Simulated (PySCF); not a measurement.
## Broadened absorption spectrum of C6H7ClOSi

Compound: C₆H₇ClOSi.
Cartesian coordinates in Å at the PBE0-D3(BJ)/def2-SVP level; atoms count from 1:
```xyz
16
C6H7ClOSi angstrom
Cl     6.2980    3.5094    1.8933
Si     5.8780    1.7500    0.8982
O      4.5301    1.0179    1.5340
C      3.2214    1.3803    1.4664
C      2.8180    2.6767    1.1340
C      1.4592    2.9836    1.0828
C      0.5016    2.0124    1.3663
C      0.9131    0.7228    1.7053
C      2.2662    0.4028    1.7557
H      5.6613    2.0843   -0.5336
H      6.9904    0.8019    1.1274
H      3.5635    3.4514    0.9396
H      1.1513    3.9995    0.8238
H     -0.5612    2.2597    1.3280
H      0.1714   -0.0463    1.9337
H      2.6081   -0.6000    2.0177
```

Computed, not measured: TDDFT CAM-B3LYP/def2-SVPD, vertical, gas phase, core orbitals frozen in the response in PySCF 2.14.0, density-fitted response routines.

Computed states:

```tsv
state	E (eV)	f
S1	5.28	0.016
S2	5.96	0.077
S3	6.66	0.029
S4	6.77	0.303
S5	6.90	0.218
S6	6.99	0.340
S7	7.08	0.291
S8	7.34	0.0033
S9	7.48	0.026
S10	7.64	0.018
```

Each state is given a Gaussian of 0.5 eV full width at half maximum, with ε(max) = 2.175×10⁸ f / Δν̃ (Δν̃ the width in cm⁻¹). The cross-section is σ = 3.8235×10⁻²¹ ε cm², given in Mb (10⁻¹⁸ cm²). The width is an assumption, not a result. The curve ends short of the highest state used, and states not computed would add to its high-energy end.

Problem. What does the envelope look like, and where are its maxima?

Solution. 
```
E (eV)  σ (Mb)
  4.53    0.01
  4.60    0.02
  4.67    0.06
  4.74    0.14
  4.81    0.30
  4.89    0.65
  4.96    1.12
  5.03    1.73
  5.10    2.40
  5.17    3.00
  5.24    3.38
  5.32    3.48
  5.39    3.36
  5.46    3.30
  5.53    3.67
  5.60    4.79
  5.67    6.81
  5.75    9.98
  5.82   12.89
  5.89   15.14
  5.96   16.04
  6.03   15.39
  6.10   13.60
  6.18   11.46
  6.25   11.16
  6.32   14.10
  6.39   22.00
  6.46   36.39
  6.54   61.78
  6.61   91.18
  6.68  124.78
  6.75  158.37
  6.82  186.62
  6.89  204.23
  6.97  206.60
  7.04  192.26
```

Maxima: 234 nm (5.30 eV), ε about 910, made up of S1 (96%); 208 nm (5.97 eV), ε about 4200, made up of S2 (99%); 179 nm (6.94 eV), ε about 54000, made up of S4 (22%), S5 (21%), S6 (33%) and S7 (23%) (ε in L mol⁻¹ cm⁻¹; maxima over ε = 5, shares over 10%).

Problem. Coming from long wavelengths, where does ε first pass 100 L mol⁻¹ cm⁻¹?

Solution. At about 257 nm (4.83 eV), 0.44 eV below S1.

Problem. Does any computed singlet lie in the visible range?

Solution. No computed singlet lies in the visible range (380 to 750 nm); the lowest, at 235 nm, stands 2.01 eV above its violet end (3.26 eV).

Problem. On this curve, what absorbance would a 10⁻⁴ mol/L sample give at 248 nm over a 1 cm path?

Solution. 248 nm is 4.999 eV, where ε is about 380 L mol⁻¹ cm⁻¹, so A = ε c l ≈ 0.038 (Beer–Lambert, with the gas-phase spectrum and the assumed width).

All these states lie below the vertical ionisation energy of 8.73 eV (ΔSCF).

One conformer stands for the species.
